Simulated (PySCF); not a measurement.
FeH2O, SMILES [OH][FeH] (connectivity only; charge and spin as stated), neutral, multiplicity 5. Atoms are numbered in the order given.

```xyz
4

Fe    -0.0022     0.4220     0.0000
O     -0.0774    -1.3641     0.0000
H      0.1447     2.0445     0.0000
H      0.5309    -2.1027     0.0000
```
Charge 0, spin multiplicity 5.

The structure is a stationary point at B3LYP-D3(BJ)/def2-TZVP. The spin state was assumed, not searched.

Computed with M06-2X/def2-TZVPD run with PySCF.

Mulliken values depend strongly on the basis, most of all with diffuse functions as here. Atomic charges (e):

| atom | meta-Löwdin | Mulliken | Mulliken spin |
|---|---|---|---|
| Fe1 | 1.15 | 0.70 | 4.00 |
| O2 | -1.06 | -0.92 | 0.09 |
| H3 | -0.43 | -0.08 | -0.10 |
| H4 | 0.34 | 0.29 | 0.01 |
